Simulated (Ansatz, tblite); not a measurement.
Removing and adding an electron: Si₄ (the lowest singlet isomer of a short search). Charge 0, multiplicity 1. Geometry: r2SCAN-D4/def2-TZVP. Ansatz, gas phase; energy differences of separate SCF runs; the oxidised species was run as a doublet alone; the reduced species was run as a doublet alone.

```xyz
4

Si   -0.784   -1.767    0.434
Si    0.785    1.765   -0.437
Si    1.073   -0.389    0.356
Si   -1.073    0.390   -0.352
```

The xTB rows come from tblite. Correlated methods freeze 20 core orbitals. In CCSD on the charge 1 doublet the largest single amplitude is 0.21, so its Hartree–Fock determinant may place the open shell otherwise than the density functionals do. HOMO above LUMO, or a gap near zero within one spin, warns that the state may not be the lowest or that an electron is smeared out. The structure comes from a short search, and lower isomers may exist.

| level | −HOMO (eV) | vertical IE (eV) | −LUMO (eV) | vertical EA (eV) | HOMO–LUMO gap (eV) | IE − EA (eV) | remarks |
| --- | --- | --- | --- | --- | --- | --- | --- |
| GFN1-xTB | 9.26 | 11.26 | 8.81 | 10.49 | 0.45 | 0.76 | – |
| GFN2-xTB | 5.88 | 8.80 | 5.12 | 2.48 | 0.76 | 6.32 | – |
| PBE-D4/def2-TZVP | 5.48 | 8.00 | 4.39 | – | 1.09 | – | gap within one spin near zero (+1 doublet) |
| PBE-D4/def2-TZVPD | 5.51 | – | 4.41 | 2.16 | 1.10 | – | HOMO above zero (-1 doublet) |
| revPBE-D4/def2-TZVP | 5.45 | 7.98 | 4.34 | – | 1.11 | – | gap within one spin near zero (+1 doublet) |
| r2SCAN-D4/def2-TZVP | 5.66 | 8.05 | 4.41 | – | 1.25 | – | – |
| r2SCAN-D4/def2-TZVPD | 5.68 | – | 4.42 | 2.33 | 1.26 | – | – |
| PBE0-D4/def2-TZVP | 6.39 | 8.13 | 3.73 | – | 2.67 | – | – |
| ωB97X-V/def2-TZVP | 8.42 | 8.30 | 1.85 | – | 6.57 | – | – |
| B2PLYP/def2-TZVP | – | 8.01 | – | – | – | – | – |
| PBE-QIDH/def2-TZVP | – | 8.21 | – | – | – | – | – |
| MP2/def2-TZVPD | – | – | – | 1.89 | – | – | restricted SCF unstable (singlet), spin-contaminated (⟨S²⟩ 0.88) (-1 doublet) |
| CCSD/def2-TZVPD | – | – | – | 2.01 | – | – | restricted SCF unstable (singlet), spin-contaminated (⟨S²⟩ 0.88) (-1 doublet) |
| CCSD/def2-TZVPP | – | 8.22 | – | – | – | – | large T1 (0.061) (+1 doublet), restricted SCF unstable (singlet), spin-contaminated (⟨S²⟩ 1.14) (+1 doublet) |
| CCSD(T)/def2-TZVPD | – | – | – | 2.04 | – | – | restricted SCF unstable (singlet), spin-contaminated (⟨S²⟩ 0.88) (-1 doublet) |
| CCSD(T)/def2-TZVPP | – | 8.20 | – | – | – | – | large T1 (0.061) (+1 doublet), restricted SCF unstable (singlet), spin-contaminated (⟨S²⟩ 1.14) (+1 doublet) |

Relaxing the oxidised species (r2SCAN-D4/def2-TZVP) changes its energy by -0.29 eV at PBE-D4/def2-TZVP, so the adiabatic ionisation energy to this nearest minimum is 7.71 eV. At PBE0-D4/def2-TZVP it is 7.85 eV.  Relaxing the reduced species (r2SCAN-D4/def2-TZVPD) changes its energy by -0.01 eV at PBE-D4/def2-TZVPD, so the adiabatic electron affinity to this nearest minimum is 2.17 eV. At PBE0-D4/def2-TZVPD it is 2.23 eV. The highest occupied level of the relaxed charge -1 doublet lies above zero (up to 0.08 eV). By energy differences its removal costs 2.17 eV (each at its own geometry, to the charge 0 singlet, at PBE-D4/def2-TZVPD); the vertical value is larger still, so the positive level points to self-interaction error.  Run but left out: HF/def2-TZVPP, HF/def2-TZVPD (singlet: restricted singlet, unstable towards broken spin symmetry); MP2/def2-TZVPP (charge +1 doublet: ⟨S²⟩ 1.14, where a pure state has 0.75).   A HOMO above zero means that the electron is unbound at that level or that self-interaction error raises the level; the energy of removing that electron tells which. Raw xTB energy differences between charge states are shifted by several eV; the methods need an empirical correction for them.
